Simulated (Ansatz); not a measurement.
Gas-phase electronic energies from Ansatz, PBE0-D4/def2-TZVP geometries. CCSD(T)/CBS adds triple-zeta CCSD(T) − MP2 to the extrapolated MP2 energy (def2 sets, frozen cores). This one scheme is used for every species. DFT in def2-TZVPP. B3LYP here is the variant with VWN-RPA as its local correlation; programs differ in this. Each species was taken in one conformer, which may not be the lowest.

`BSC#C` + `C[O][AlH][NH2]` → `B[NH][AlH][O]C` + `C#CS`  (ligand exchange at a B–S bond)

`BSC#C`:

Z-matrix (Å, degrees):
```
B
C 1 1.766
C 1 1.836 2 40.2
S 1 2.008 2 50.8 3 180.0
H 1 1.191 2 116.8 3 -85.7
H 1 1.191 2 116.8 3 85.7
H 3 1.067 1 131.1 2 -180.0
```

`C[O][AlH][NH2]`:

Cartesian coordinates in Å:
```
C 0.136 -0.437 -1.915
O 0.438 -0.159 -0.582
Al -0.474 0.210 0.789
N 0.402 0.484 2.292
H 0.496 -1.436 -2.185
H -0.942 -0.402 -2.122
H 0.628 0.285 -2.574
H -2.049 0.308 0.731
H -0.037 0.710 3.169
H 1.402 0.437 2.397
```

`B[NH][AlH][O]C`:

```xyz
12

B     1.736   -0.362   -0.932
N     1.432    0.809   -0.276
Al    0.571   -0.035    1.084
O    -1.108   -0.185    1.050
C    -2.093    0.055    0.093
H     1.356   -1.368   -0.304
H     2.286   -0.539   -1.976
H     1.656    1.721   -0.635
H     1.303   -0.455    2.406
H    -1.697    0.531   -0.813
H    -2.867    0.712    0.506
H    -2.576   -0.883   -0.203
```

`C#CS`:

```xyz
5

C     0.517    0.945    0.636
C     0.130    0.103   -0.132
S    -0.328   -1.012   -1.302
H     0.851    1.683    1.325
H    -1.170   -1.719   -0.526
```

| level | ΔE (kcal/mol) |
| --- | --- |
| PBE-D4 | -10.6 |
| B3LYP-D4 | -17.2 |
| B2PLYP | -15.7 |
| r2SCAN | -11.9 |
| PBE0 | -12.0 |
| B3LYP | -17.2 |
| HF/def2-TZVPP | -26.3 |
| SCS-MP2/def2-QZVPP | -14.2 |

Question: What does CCSD(T)/CBS give? (Estimate.)

Answer: Computed: -15.0 kcal/mol. The listed levels differ from it by 4.4, -2.2, -0.7, 3.1, 3.0, -2.2, -11.3, 0.8 kcal/mol.

Largest T1 diagnostic among the species: 0.014.

From PBE to PBE0 (25 % exact exchange), in def2-TZVPP and without D4, ΔE moves by −1.4 kcal/mol. In def2-TZVPP, CCSD(T) changes the Hartree–Fock value by +11.0 kcal/mol (the triples alone add +2.4 kcal/mol) and MP2 by +15.7 kcal/mol.
